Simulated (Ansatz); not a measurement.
Start from `F[SiH](F)[SiH2]Cl` and change one atom or group to get `C[SiH](F)[SiH2]Cl`.

Ansatz, PBE0-D4/def2-TZVP geometries, multiplicity 1. Each molecule was computed in one conformer, which needn't be the lowest.

```csv
property,`F[SiH](F)[SiH2]Cl`
HOMO energy (PBE0/def2-TZVPP) / eV,-8.47
LUMO energy (PBE0/def2-TZVPP) / eV,-1.11
size of the dipole moment (PBE/def2-TZVPP) / D,1.09
"ideal-gas entropy at 298 K and 1 bar (rigid rotor, harmonic PBE0-D4/def2-TZVP) / J/(mol·K)",367
LUMO energy (PBE/def2-TZVPP) / eV,-1.96
HOMO–LUMO gap (ωB97M-V/def2-TZVPP) / eV,11.25
```

Task: Give the same properties after the change, and the shifts. (An estimate is asked.)

Result: The calculation gave: 
```tsv
property	`C[SiH](F)[SiH2]Cl`	shift
HOMO energy (PBE0/def2-TZVPP) / eV	-8.01	0.46
LUMO energy (PBE0/def2-TZVPP) / eV	-0.87	0.24
size of the dipole moment (PBE/def2-TZVPP) / D	0.97	-0.12
ideal-gas entropy at 298 K and 1 bar (rigid rotor, harmonic PBE0-D4/def2-TZVP) / J/(mol·K)	384	17
LUMO energy (PBE/def2-TZVPP) / eV	-1.73	0.23
HOMO–LUMO gap (ωB97M-V/def2-TZVPP) / eV	10.98	-0.27
```

With PBE0 the HOMO rises by 0.46 eV and the LUMO rises by 0.24 eV, so the gap narrows by about 0.22 eV. PBE moves the HOMO by 0.41 eV and ωB97M-V by 0.47 eV. The zero-point energy changes by 88.1 kJ/mol with +9 modes. Dipoles are sizes alone; their direction can turn. Modes under 60 cm⁻¹, often nearly free rotors, make the harmonic entropy too high.

Positive LUMOs are unbound, so they and the gaps depend on the basis.
